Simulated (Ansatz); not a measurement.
```yaml
crystal:
  periodic: [false, false, false]
  atoms:
    - {symbol: N, position_ang: [-0.773065, 0.467785, -0.436127]}
    - {symbol: P, position_ang: [0.065491, 0.066853, 0.951292]}
    - {symbol: O, position_ang: [0.303151, -1.458773, 0.658097]}
    - {symbol: Zn, position_ang: [-0.142053, -1.199980, -1.263461]}
    - {symbol: H, position_ang: [-0.818869, 1.432197, -0.743584]}
    - {symbol: H, position_ang: [1.365345, 0.691917, 0.833783]}
basis:
  gaussian: {orbitals: def2-SVPD, fitting: {mean_field: cc-pVTZ-jkfit}, final_grid: {core_spheres: 5, valence_spheres: 4, degree: 11}, point_charges: [{charge: 1.00, position_ang: [5.558, -0.680, 0.002]}]}
magnetization: {spin_polarized: false, initial_magnetization: 2}
hamiltonian: {xc: {name: wPBEh}}
```

```sh
$ ansatz run in.yaml --threads 2 --pin off --events-out ev --progress --plain --max-ram 4352MiB
```

(1) How does Ansatz answer? (Best estimate.)

Answers

(1) Computed: The input was rejected before any iteration.
```
Functional definition: wPBEh
Error: <dir> the basis set cc-pVTZ-JKFIT has no functions for Zn
```
